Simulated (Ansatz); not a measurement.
Stepwise reaction of `F[SiH2][SiH2]F` with water, as a gas-phase model of exchange steps in deposition or etching. ΔE in kJ/mol.

Computed with Ansatz on PBE0-D4/def2-TZVP structures; ΔE is electronic, products minus reactants. CCSD(T)/CBS adds triple-zeta CCSD(T) − MP2 to the extrapolated MP2 energy (def2 sets, frozen cores). This one scheme is used for every species. DFT in def2-TZVPP. B3LYP here is the variant with VWN-RPA as its local correlation; programs differ in this. Each species was taken in one conformer, which may not be the lowest.

| step | reaction | PBE-D4 | B3LYP-D4 | ωB97M-V | CCSD(T)/CBS |
| --- | --- | --- | --- | --- | --- |
| 1 | `F[SiH2][SiH2]F` + H₂O → `O[SiH](F)[SiH2]F` + H₂ | -87.1 | -91.7 | -92.1 | -88.0 |
| 2 | `O[SiH](F)[SiH2]F` + H₂O → `O[Si](O)(F)[SiH2]F` + H₂ | -97.6 | -105.3 | -105.4 | -102.4 |

(1) By hand: ΔE of the 2 steps together at CCSD(T)/CBS.

Results:

(1) (-88.0) + (-102.4) = -190.4 kJ/mol, or -95.2 kJ/mol a step.

In ΔE each step is lower than the one before. All are downhill at CCSD(T)/CBS. PBE-D4 differs from CCSD(T)/CBS by 0.9 to 4.8 kJ/mol a step. Isolated molecules leave out the surface, adducts and barriers. Largest T1 diagnostic: 0.012.
